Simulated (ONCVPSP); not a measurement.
**gold (Au): ONCV pseudisation with PBE, scalar-relativistic reference atom.**

- Element: Au
- Generator: ONCVPSP 4.0.1
- Type: optimised norm-conserving Vanderbilt (ONCV)
- Functional: PBE
- Relativity: scalar-relativistic
- Frozen core: [Xe] 4f14
- Valence charge: 11
- Reference configuration: 5d10 6s1
- Partial waves: 6s: rc 2.00 bohr, ncon 5, nbas 8, qcut 2.6 1/bohr, 2 projectors, debl 1.7 Ha; p scattering state at 0.03 Ha: rc 2.20 bohr, ncon 3, nbas 7, qcut 4 1/bohr, 2 projectors, debl 0.6 Ha; 5d: rc 2.00 bohr, ncon 3, nbas 7, qcut 9.1 1/bohr, 2 projectors, debl 2 Ha
- Local potential: polynomial inside 1.45 bohr (lpopt 5, dvloc0 0 Ha)
- Core correction: none

All-electron outer shells of the reference configuration (PBE, scalar-relativistic, ld1.x):

```tsv
shell	level (eV)	outermost node (bohr)	outermost maximum (bohr)
5p	-59.78	0.52	0.96
5d	-6.88	0.56	1.21
6s	-5.76	1.11	2.32
```

Q: Does the generator finish with these settings?

A: Yes, a potential is produced and its reference levels are reproduced.

Q: Estimate the cutoffs (Ha) at which the residual kinetic energy of the hardest occupied pseudo-wave falls to 1 and 0.1 mHa per electron.

A: 33 Ha and 41 Ha.

Q: What does a ghost test show?

A: Ghosts flagged at negative energy: s at -14.0 eV, p at -278.6 eV, p at -33.4 eV; GHOST(+) flags only above 600 eV. A true bound ghost makes a file unfit for plane-wave use.

Q: Which valence shell sets the plane-wave cutoff?

A: 6s: 33 Ha for 1 mHa per electron, against 21 Ha for 5d.

Q: Tests: 5d10 6s0; 5d9 6s0; 5d8 6s0; 5d9 6s2. Which has the largest error in its energy relative to the reference configuration, and how large is it?

A: 5d9 6s2, with -29 meV (all-electron minus pseudo) on +1.69 eV.
